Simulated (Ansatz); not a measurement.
Input for Ansatz (an electronic-structure program): R-B3LYP/def2-TZVPPD on HIN2 (a complex). Elements past Kr take the def2 small-core potentials; no spin–orbit coupling. Files ending in .json are basis or fitting sets from the Basis Set Exchange.

Ansatz 0.2 input:
```yaml
crystal:
  periodic: [false, false, false]
  atoms:
    - {symbol: N, position_ang: [0.10168156, 0.11003442, -1.00507190]}
    - {symbol: N, position_ang: [0.21013912, 0.11946585, 0.08007301]}
    - {symbol: I, position_ang: [0.50589331, 0.15915179, 4.28940182]}
    - {symbol: H, position_ang: [0.42143486, 0.14291740, 2.67653222]}
basis:
  gaussian:
    orbitals: def2-TZVPPD.json
hamiltonian:
  xc: {name: B3LYP}
scf: {lower_state_search: off}
```

The head of its log:

```
WARN ansatz: RAYON_NUM_THREADS=1 ignored (pool sized by the plan → 1); use --threads N
Functional definition: B3LYP
these checks for a lower state are left out or cut short: stability, starts, cluster_reference, orbital_swaps, neighbouring_geometries, increment
integrals: 0.05 GiB planned
860 factors; their error is unknown
mean field: 0.49 GiB planned
mean field evaluation 1: about -11100.2199 eV, gradient 2.6e1 eV
mean field evaluation 2: about -11100.7405 eV, gradient 2.0e1 eV
```

What total energy does the run end on?

-407.9802 hartree.
